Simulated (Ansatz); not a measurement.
Reaction (formal exchange of groups at the Si–Ge bond): `[SiH3][GeH2][SiH2][GeH2][SiH2][GeH3]` + digermane → `[SiH3][GeH2][SiH2][GeH2][GeH3]` + `[GeH3][SiH2][GeH3]`

Program: Ansatz. Geometries: PBE0-D4/def2-TZVP. ΔE: electronic, gas phase. CBS: MP2 limit from def2 TZ/QZ plus the TZ coupled-cluster correction, frozen cores. Functionals use def2-TZVPP. B3LYP here is the variant with VWN-RPA as its local correlation; programs differ in this. HSE06 is defined as in plane-wave codes. For Ge outer-core shells are correlated without core-valence functions, which leaves a few kJ/mol of doubt a bond. Scalar relativity is left out up to krypton. Each species was taken in one conformer, which may not be the lowest.

`[SiH3][GeH2][SiH2][GeH2][SiH2][GeH3]`:

Z-matrix (Å, degrees):
```
Si
Ge 1 2.380
H 1 1.487 2 109.8
H 1 1.486 2 109.8 3 119.7
H 1 1.486 2 110.9 3 -120.0
Si 2 2.383 1 113.5 3 -175.6
H 2 1.542 1 108.2 3 -54.1
H 2 1.542 1 109.4 3 62.3
Ge 6 2.381 2 110.7 1 -81.1
H 6 1.489 2 109.3 1 39.3
H 6 1.489 2 109.5 1 157.6
Si 9 2.380 6 109.9 2 52.5
H 9 1.541 6 109.3 2 -68.6
H 9 1.541 6 109.9 2 173.1
Ge 12 2.379 9 109.2 6 52.5
H 12 1.488 9 108.9 6 -67.3
H 12 1.489 9 110.9 6 173.6
H 15 1.539 12 109.8 9 68.7
H 15 1.539 12 110.1 9 -50.0
H 15 1.538 12 111.8 9 -170.6
```

`[GeH3][GeH3]`:

Cartesian coordinates in Å:
```
Ge -0.126 0.751 0.940
Ge 0.127 -0.751 -0.940
H 1.062 0.605 1.905
H -0.187 2.208 0.455
H -1.421 0.435 1.706
H -1.054 -0.593 -1.912
H 0.171 -2.210 -0.457
H 1.429 -0.446 -1.697
```

`[SiH3][GeH2][SiH2][GeH2][GeH3]`:

Cartesian coordinates in Å:
```
Si 2.390 0.746 -0.923
Ge 1.128 -1.265 -1.074
Si -1.180 -0.751 -1.352
Ge -1.787 0.854 0.297
Ge -1.030 0.119 2.479
H 3.839 0.461 -0.745
H 2.205 1.550 -2.160
H 1.910 1.543 0.237
H 1.304 -2.072 0.227
H 1.641 -2.133 -2.239
H -1.413 -0.208 -2.718
H -2.009 -1.976 -1.183
H -3.311 1.080 0.323
H -1.116 2.201 -0.035
H -1.651 -1.246 2.820
H -1.422 1.127 3.571
H 0.501 -0.032 2.474
```

`[GeH3][SiH2][GeH3]`:

Cartesian coordinates in Å:
```
Ge 1.934 0.439 -0.127
Si -0.007 -0.904 -0.425
Ge -1.928 0.207 0.431
H 3.188 -0.262 -0.676
H 2.151 0.729 1.368
H 1.765 1.781 -0.859
H 0.173 -2.202 0.281
H -0.200 -1.185 -1.875
H -2.133 1.546 -0.297
H -1.747 0.497 1.931
H -3.196 -0.645 0.249
```

| level | ΔE (kJ/mol) | difference from CCSD(T)/CBS |
| --- | --- | --- |
| LDA (SPW92) | 4.4 | 1.8 |
| PBE-D4 | 3.5 | 0.9 |
| revPBE-D4 | 3.7 | 1.1 |
| r2SCAN-D4 | 2.1 | -0.5 |
| B97M-V | 2.6 | 0.0 |
| B3LYP-D4 | 4.1 | 1.5 |
| r2SCANh-D4 | 2.2 | -0.4 |
| r2SCAN0-D4 | 2.4 | -0.2 |
| HSE06-D4 | 3.3 | 0.7 |
| CAM-B3LYP-D4 | 3.4 | 0.8 |
| ωB97X-V | 2.4 | -0.2 |
| ωB97M-V | 3.0 | 0.4 |
| B2PLYP | -0.7 | -3.3 |
| PBE-QIDH | 0.7 | -1.9 |
| PBE | -1.2 | -3.8 |
| revPBE | -4.8 | -7.4 |
| BLYP | -4.3 | -6.9 |
| PBE0 | -1.2 | -3.8 |
| B3LYP | -3.1 | -5.7 |
| r2SCANh | 0.2 | -2.4 |
| r2SCAN0 | 0.2 | -2.4 |
| HSE06 | -1.2 | -3.8 |
| BHLYP | -2.3 | -4.9 |
| CAM-B3LYP | -1.8 | -4.4 |
| LC-ωPBE | -1.6 | -4.2 |
| RPA@PBE/def2-TZVPP | 1.7 | -0.9 |
| MP2/def2-SVP | 2.6 | 0.0 |
| CCSD/def2-SVP | 1.7 | -0.9 |
| CCSD(T)/def2-SVP | 2.6 | 0.0 |
| HF/def2-TZVPP | -4.9 | -7.5 |
| MP2/def2-TZVPP | 2.6 | 0.0 |
| SCS-MP2/def2-TZVPP | 1.1 | -1.5 |
| CCSD/def2-TZVPP | 1.2 | -1.4 |
| CCSD(T)/def2-TZVPP | 2.3 | -0.3 |
| HF/def2-QZVPP | -4.8 | -7.4 |
| MP2/def2-QZVPP | 2.8 | 0.2 |
| SCS-MP2/def2-QZVPP | 1.3 | -1.3 |
| HF/CBS(def2) | -4.7 | -7.3 |
| MP2/CBS(def2) | 2.9 | 0.3 |
| CCSD/CBS(def2) | 1.4 | -1.2 |
| CCSD(T)/CBS | 2.6 | 0 |

Largest T1 diagnostic among the species: 0.013.

Leaving LDA and LC-ωPBE aside and taking each functional with its dispersion term where it has one, the values, not all of them listed here, spread over 5.1 kJ/mol, from B2PLYP to BLYP-D4. LDA lies +5.6 kJ/mol from PBE without D4. The D4 term adds +7.3 kJ/mol with B3LYP and +4.6 kJ/mol with PBE0; it sums over pairs of atoms, weighted by their polarisabilities, and B3LYP, whose exchange is more repulsive, gets the larger term.
